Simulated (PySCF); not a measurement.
# A small calculation by hand: oscillator strength and radiative lifetime

CH₈Cl₂Si₃, SMILES [SiH3]C[Si]([SiH3])(Cl)Cl.

Geometry optimised at B3LYP-D3(BJ)/def2-SVP. This is a generated structure with no PubChem entry under its InChIKey; it may be hypothetical. The values are those of a single conformer.

PySCF 2.14.0 with TDA-PBE/def2-SVPD puts the first singlet state with f over 0.02 at 5.91 eV (vertical), with the transition dipole (0.195, -0.155, 0.290) in atomic units.

Task: Find the oscillator strength, the wavelength and the radiative lifetime that this transition would have in vacuum if emission retraced absorption.

Result: 
|μ|² = 0.1462 au, so |μ| = 0.97 D. ΔE = 5.91/27.211 = 0.2172 hartree. f = (2/3) ΔE |μ|² = 0.021 (the program prints 0.021).
λ = 1239.84/5.91 = 210 nm; ν = 47667 cm⁻¹.
Einstein's coefficient A = 0.6670 ν² f s⁻¹ (ν in cm⁻¹) = 3.2e7 s⁻¹, so τ = 1/A = 31 ns. This state is S1. The figure is the radiative limit of this one transition; relaxation, internal conversion, crossing to triplets and a medium change what is measured.
